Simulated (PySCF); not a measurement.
## C₆ coefficients of unlike pairs at PBE

Calculated with PySCF 2.14 from the dipole response of each species, C₆(A,B) = (3/π) ∫ α_A(iu) α_B(iu) du, in atomic units, from isotropic polarisabilities. For ions this is the dispersion term alone; charge-induced terms of lower order in 1/R come first.

| species | configuration | basis | relativity | α (bohr³) | C₆ (like pair) |
| --- | --- | --- | --- | --- | --- |
| Nb³⁺ | [Kr] 4d2 (3F) | aug-cc-pVTZ-PP with one added diffuse shell each of s, p, d, f, g type with ECP28MDF (7s7p6d4f3g) | core potential | 6.101 | 26.15 |
| Cl | [Ne] 3s2 3p5 (2P) | aug-cc-pwCVQZ (10s9p7d5f3g) | none | 15.66 | 99.93 |
| F²⁺ | [He] 2s2 2p3 (4S) | aug-cc-pV5Z (7s6p5d4f3g2h) | none | 1.252 | 1.595 |
| Tc²⁺ | [Kr] 4d5 (6S) | aug-cc-pVTZ-DK (9s8p6d3f2g) | spin-free X2C | 9.267 | 49.90 |

Task: Estimate C₆ for Cl with Nb³⁺.

Result: The integral gives 49.02. The combination rule 2 C_A C_B / (C_A α_B/α_A + C_B α_A/α_B) gives 49.28 and the geometric mean 51.12.

No spin-orbit coupling is included.

The other pairs:

| pair | C₆ |
| --- | --- |
| Tc²⁺, F²⁺ | 8.682 |
| F²⁺, Cl | 11.40 |
| Tc²⁺, Nb³⁺ | 36.03 |
| Tc²⁺, Cl | 68.94 |
| F²⁺, Nb³⁺ | 6.363 |
